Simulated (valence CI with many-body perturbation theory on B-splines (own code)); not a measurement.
**Sensitivity of CI+MBPT for Mn¹⁹⁺**

Computed by relativistic CI+MBPT: four valence electrons over a frozen Dirac-Fock core [He], radial functions for each j: 6 s, 6 p, 5 d, 3 f, 1 g, with the one-electron correlation potential Σ1, the two-electron term Σ2, the three-electron term Σ3, Breit, model QED; selected CI, second order for the rest, scaled by the run's own slope (own B-spline code, finite nucleus).

No measured spectrum was set against this ion. As an estimate, levels of excited configurations hold to 0.05 to 0.15 % of their energy, terms of the ground configuration to about 0.5 %.

The reference run has the lowest level 2s²2p² ³P_0 and an ionisation energy of 1538.99 eV. Its largest variational space holds 11477 state functions.

Changed runs:
A. natural orbitals for correlation on → off; averaging of valence orbitals over low configurations on → off
B. three-electron term on → off
C. cutoff of virtual states (hartree) 1250 → 3480; QED terms on → off
D. correlating orbitals by l 3 3 3 2 1 → 0 0 0 0 0 (bad on purpose)

Excitation energies of the reference run in cm⁻¹, and shifts in cm⁻¹:

```tsv
Level	Reference	A	B	C	D
2s²2p² ³P_1	59699	-204	-33	-189	-90
2s²2p² ³P_2	98862	+242	+25	-236	+396
2s²2p² ¹D_2	212682	+1679	+194	-353	+1904
2s²2p² ¹S_0	333736	+1731	+457	-228	+862
2s2p³ ⁵S°_2	442671	-4748	-238	+2737	-6755
2s2p³ ³D°_2	722888	+1927	+270	+2799	+1760
2s2p³ ³D°_1	723405	+2085	+285	+2815	+1981
2s2p³ ³D°_3	743103	+1787	+255	+2714	+1672
2s2p³ ³P°_0	850684	+2667	+399	+2715	+2341
2s2p³ ³P°_1	857289	+2628	+404	+2688	+2399
2s2p³ ³P°_2	871113	+2581	+398	+2637	+2387
2s2p³ ³S°_1	1026310	+5120	+950	+2854	+6877
Ionisation energy (eV)	1538.99	-0.48	+0.07	-0.025	-0.43
```
